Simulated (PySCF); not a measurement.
Computed vibrations of [Pb(CCH)3]−

[Pb(CCH)3]− (singlet). PySCF 2.14.0, RKS BP86, Pb def2-SVP with ECP60, C def2-SVP, H def2-SVP; non-relativistic Hamiltonian with scalar-relativistic core potentials where named; density fitting; no spin-orbit coupling. Central differences of gradients.

```xyz
10

Pb    0.0000    0.0000    0.3868
C     2.0061    0.0000   -0.8390
C     3.1734    0.0000   -1.2559
H     4.1765    0.0000   -1.6641
C    -1.0031    1.7373   -0.8390
C    -1.5867    2.7482   -1.2559
H    -2.0883    3.6170   -1.6641
C    -1.0030   -1.7373   -0.8390
C    -1.5867   -2.7482   -1.2559
H    -2.0882   -3.6170   -1.6641
```

Run from Python with OMP_NUM_THREADS=2. Where DIIS fails, smearing, a level shift and second-order steps follow.
It took 96 s on 2 threads of Arm Neoverse V2, with other jobs on the host.

Question: What are the harmonic wavenumbers and infrared intensities?

Answer: Modes are labelled in C3v; negative numbers are unstable modes, those under 60 cm⁻¹ near the noise; a finer grid moves soft modes by up to 10 cm⁻¹.
| cm⁻¹ | km/mol | symmetry |
| --- | --- | --- |
| 64 | 0.1 | e |
| 64 | 0.1 | e |
| 66 | 0.1 | a1 |
| 169 | 14.4 | e |
| 169 | 14.4 | e |
| 176 | 0.0 | a2 |
| 242 | 0.0 | e |
| 242 | 0.0 | e |
| 245 | 1.2 | a1 |
| 313 | 100.8 | e |
| 313 | 100.8 | e |
| 341 | 105.1 | a1 |
| 603 | 13.8 | e |
| 603 | 13.8 | e |
| 606 | 102.9 | a1 |
| 617 | 0.0 | a2 |
| 620 | 59.0 | e |
| 620 | 59.0 | e |
| 1984 | 7.6 | e |
| 1984 | 7.6 | e |
| 1987 | 0.0 | a1 |
| 3360 | 11.6 | e |
| 3360 | 11.6 | e |
| 3360 | 2.7 | a1 |

Question: Is this a minimum?

Answer: Yes. Ideal gas at 298.15 K and 1 bar: S = 428.8 J/(mol K), Cp = 149.8 J/(mol K), H − H(0 K) = 30.5 kJ/mol (rigid rotor, harmonic modes, spin degeneracy alone).
